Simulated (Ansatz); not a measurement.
Cartesian coordinates in Å:
```
C 0.503 -0.143 -1.568
S -0.492 -0.672 -0.180
C 0.770 -1.034 1.034
B -1.298 1.031 0.486
Cl -2.134 0.519 2.019
Cl -2.429 1.506 -0.858
Cl 0.040 2.237 0.763
H 1.156 0.674 -1.260
H -0.189 0.203 -2.334
H 1.074 -0.994 -1.936
H 0.251 -1.269 1.962
H 1.343 -1.897 0.697
H 1.405 -0.160 1.173
```

Charge 0, multiplicity 1.

**Question.** List the r2SCAN/def2-TZVPP orbital energies in eV (Ansatz 0.2.0). (Best estimate.)

**Answer.** Computed: Occupied: -2752.87, -2752.80, -2752.80, -2411.32, -274.71, -274.71, -254.28, -254.21, -254.21, -215.68, -192.82, -192.75, -192.75, -192.68, -192.66, -192.60, -192.60, -192.59, -192.59, -183.31, -159.75, -159.68, -159.56, -23.03, -21.76, -20.72, -20.71, -19.62, -17.09, -13.42, -12.55, -12.25, -12.22, -11.57, -10.77, -10.66, -10.20, -10.12, -8.59, -8.06, -8.00, -7.49, -7.46, -7.33, -6.98. Lowest empty: -0.79, -0.41, 0.75, 0.86, 1.21, 1.40, 1.48, 2.12.
